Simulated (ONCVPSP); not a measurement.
**Plane-wave convergence, ONCV potential for Ga (Z = 31)**

* Element: gallium (Ga)
* Generator: ONCVPSP 4.0.1
* Type: optimised norm-conserving Vanderbilt (ONCV)
* Functional: PBE
* Relativity: fully relativistic
* Frozen core: [Ar] 3d10
* Valence charge: 3
* Reference configuration: 4s2 4p0.5 (charge +0.5)
* Partial waves: 4s: rc 2.00 bohr, ncon 3, nbas 8, qcut 3.7 1/bohr, 2 projectors, debl 2.3 Ha; 4p: rc 2.30 bohr, ncon 4, nbas 9, qcut 3.1 1/bohr, 1 projector
* Local potential: polynomial inside 1.75 bohr (lpopt 5, dvloc0 0 Ha)
* Core correction: Teter function fitted to the true core (icmod 2), fcfact 0.45

Open shells are filled in proportion to 2j + 1.

Problem. For each optimised wave give the share of its norm inside rc, the residual kinetic energy above qcut (Ha) and the cutoffs (Ha) for errors of 10, 1, 0.1 and 0.01 mHa per electron.

Solution.

```
         wave  norm inside rc  residual KE  10 mHa  1 mHa  0.1 mHa  0.01 mHa
           4s           0.424      3.5e-04     3.8    5.9     19.0      57.4
s projector 2           0.110      3.1e-03     6.0    7.9     27.9      58.7
     4p j=3/2           0.294      3.2e-04     1.4    2.5     13.1      48.0
     4p j=1/2           0.308      3.0e-04     1.5    2.5     12.4      48.0
```

The occupied waves need 5.9 Ha and 19 Ha for 1 and 0.1 mHa. Note: no bound ghost flagged; GHOST(+) flagged for s at 122.5 eV.
